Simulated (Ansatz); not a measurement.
`C[SiH2]S[SiH2]Cl` + `N[SiH](O)O` → `C[SiH2]N[SiH](O)O` + `S[SiH2]Cl`  (ligand exchange at the Si–S bond)

Calculated with Ansatz (gas phase, PBE0-D4/def2-TZVP geometries, no zero-point term in ΔE). CCSD(T)/CBS adds triple-zeta CCSD(T) − MP2 to the extrapolated MP2 energy (def2 sets, frozen cores). This one scheme is used for every species. Functionals use def2-TZVPP. B3LYP here is the variant with VWN-RPA as its local correlation; programs differ in this. One conformer a species, not always the lowest.

```csv
level,ΔE (kcal/mol),difference from CCSD(T)/CBS
r2SCAN,2.3,0.5
PBE0,2.7,0.9
B3LYP,0.2,-1.6
HF/def2-TZVPP,-1.7,-3.5
MP2/def2-TZVPP,2.1,0.3
CCSD/def2-TZVPP,0.2,-1.6
HF/def2-QZVPP,-1.9,-3.7
SCS-MP2/def2-QZVPP,1.3,-0.5
HF/CBS(def2),-1.9,-3.7
CCSD/CBS(def2),1.1,-0.7
CCSD(T)/CBS,1.8,0
```

Largest T1 diagnostic among the species: 0.011.

In def2-TZVPP, CCSD(T) changes the Hartree–Fock value by +2.5 kcal/mol (the triples alone add +0.6 kcal/mol) and MP2 by +3.8 kcal/mol. The D4 term adds +0.9 kcal/mol with B3LYP and +0.5 kcal/mol with PBE0; it sums over pairs of atoms, weighted by their polarisabilities, and B3LYP, whose exchange is more repulsive, gets the larger term.
